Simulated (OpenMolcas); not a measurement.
# S⁵⁺: CASPT2 settings compared

| Item | Value |
| --- | --- |
| Program | OpenMolcas |
| Basis | ANO-RCC-VDZ [4s3p] |
| Scalar Hamiltonian | DKH2, point nucleus |
| Active space | 1 electron in 8 orbitals (3s 3p 4s 4p) |
| State averaging | 2S+1 = 2 even, 1 root; 2S+1 = 2 odd, 3 roots |
| Spin-orbit coupling | RASSI with atomic mean-field integrals over the reference wave functions, term energies averaged over their components |

Methods on the same reference wave functions:
A. CASSCF
B. SS-CASPT2, IPEA 0.5 Eh, no level shift (closed shells correlated: 2s 2p)
C. SS-CASPT2, IPEA 0.15 Eh, sigma1 regulariser 0.2 Eh (closed shells correlated: 2s 2p)
D. SS-CASPT2, IPEA 0.75 Eh, imaginary shift 0.15 Eh (closed shells correlated: 2s 2p)

Energies in cm-1 above 3s 2S 1/2, the measured ground level; measured values from NIST levels in Podobedova, Kelleher and Wiese, J. Phys. Chem. Ref. Data 38, 171 (2009).

```tsv
Level	A	B	C	D	Measured
3s 2S 1/2	0.0	0.0	0.0	0.0	0.0
3p 2P* 1/2	112659	112722	112723	112722	105874
3p 2P* 3/2	113455	113518	113519	113517	107138
```

Deviations, from unrounded energies. A percentage is the sum of absolute deviations over the sum of measured energies, with the sign that they share, or ± where signs differ.

```tsv
Against measurement	Levels	A	B	C	D
mean absolute deviation (cm-1)	2	6600	6600	6600	6600
other configurations (%)	2	+6.2	+6.2	+6.2	+6.2
```

A, B, C, D lie about equally close to measurement. The largest miss of A in the table is 3p 2P* 1/2, by +6800 cm-1. The ranking rests on the paired levels alone, and a cruder setting can come out closer through cancelling errors.

Among B to D no level of the table moves by more than 5 cm-1.

The lowest spin-free term lies below A's lowest term by 0.004 hartree in B, 0.004 hartree in C, 0.004 hartree in D.

With one active electron outside closed inactive shells, the extra shells (4p 4s) add no correlation to the reference. The basis is small and was not contracted for so high a charge. With one active electron the reference holds no correlation, so core polarisation is missing (holds for A). With one active electron, CASPT2 adds the correlation within the correlated inactive shells and between them and that electron, and leaves the splitting within a term as the reference gives it (holds for B; C; D). Measured partners are found by configuration, term and J. A level has none where our copy of the source lacks it or the pairing is in doubt (some pairs that miss far off the trend of their configuration count as doubtful), and it then counts in no deviation. Levels of configurations outside the active space are missing.

* marks odd parity.
